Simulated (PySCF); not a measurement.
How methods differ on the excitation energy of Ne⁺

Ne⁺ [He] 2s2 2p5 (2P) → Ne⁺ [He] 2s1 2p6 (2S), as a difference of total energies. All numbers are calculated (PySCF 2.14, the spin-free X2C one-electron Hamiltonian (Gaussian nucleus), in dyall-acv3z (15s9p4d2f, 76 functions)). Correlated levels: valence and next inner shell: nothing frozen; virtual orbitals above 40 to 60 times the deepest correlated orbital energy dropped. The calculations carry no spin-orbit coupling.

**Question.** Order these methods by the excitation energy they give, lowest first.
A. CCSD (valence and next inner shell)
B. SCS-MP2 (valence and next inner shell)
C. MP2 (valence and next inner shell)
D. CCSD(T) (valence and next inner shell)

**Answer.** D (26.950 eV), A (27.139 eV), B (27.438 eV), C (27.542 eV).

Errors of the correlated levels include the incompleteness of this basis.

For comparison: 26.878 eV (measured; NIST levels, between the centres of gravity of the two terms).
